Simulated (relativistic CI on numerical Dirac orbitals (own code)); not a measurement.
# Cd VI: q coefficients and field-shift factors

Computed by Dirac-Coulomb-Breit CI, KLI orbitals optimised for each configuration, valence Slater integrals scaled by 0.85, P86 correlation energy added to each configuration, derivatives by finite differences, QED left out (own radial code, finite nucleus).

Configuration list (outside the closed core [Ar] 3d10): 4s2 4p6 4d7, 4s2 4p6 4d6 5s, 4s2 4p6 4d6 4f, 4s2 4p5 4d8, 4s2 4p6 4d6 5d, 4s2 4p6 4d5 5s2, 4s2 4p4 4d9, 4s 4p6 4d8. Levels of other configurations are missing.

With x = (α/α₀)² − 1 an excitation energy changes as ω = ω₀ + qx; K = 2q/ω₀ is the relative enhancement. Terms are leading LS components, so labels can repeat. The field-shift factor is F = δν/δ⟨r²⟩ for the transition from the lowest level.

Lowest level 4s2 4p6 4d7 4F_9/2.

```
                Level  ω₀ (cm⁻¹)  q (cm⁻¹)       K  F (GHz/fm²)
   4s2 4p6 4d7 4F_7/2     4495.9      4909    2.18        0.064
   4s2 4p6 4d7 4F_5/2     6868.1      6289    1.83        0.087
   4s2 4p6 4d7 4F_3/2     8254.3      6760    1.64       0.0962
   4s2 4p6 4d7 4P_3/2    14785.2     220.4  0.0298       0.0333
   4s2 4p6 4d7 4P_5/2    16319.9      2798   0.343        0.128
   4s2 4p6 4d7 2G_9/2    18290.1      2821   0.309       0.0858
   4s2 4p6 4d7 4P_1/2    18669.8      4642   0.497         0.12
   4s2 4p6 4d7 2G_7/2    22383.3      6719     0.6        0.142
   4s2 4p6 4d7 4P_3/2    23026.3      7425   0.645        0.142
   4s2 4p6 4d7 2D_5/2    25039.3      6064   0.484        0.158
  4s2 4p6 4d7 2H_11/2    25369.1      3901   0.308        0.119
   4s2 4p6 4d7 2P_1/2    26313.1      9908   0.753        0.107
   4s2 4p6 4d7 2H_9/2    29893.4      9228   0.617        0.189
   4s2 4p6 4d7 2D_3/2    32502.7     13580   0.836        0.231
   4s2 4p6 4d7 2F_5/2    37814.6      3420   0.181        0.177
   4s2 4p6 4d7 2F_7/2    40273.4      6686   0.332        0.214
   4s2 4p6 4d7 2D_3/2    57088.6      4851    0.17        0.289
   4s2 4p6 4d7 2D_5/2    59834.5      7890   0.264        0.333
4s2 4p6 4d6 5s 6D_9/2   194657.2    -22170  -0.228         16.3
4s2 4p6 4d6 5s 6D_7/2   197435.5    -19180  -0.194         16.3
4s2 4p6 4d6 5s 6D_5/2   199025.1    -18110  -0.182         16.3
4s2 4p6 4d6 5s 6D_3/2   200145.8    -17110  -0.171         16.4
4s2 4p6 4d6 5s 6D_1/2   200812.1    -16470  -0.164         16.4
```

At this charge configurations can still be misplaced by up to about 7 % of their energy.
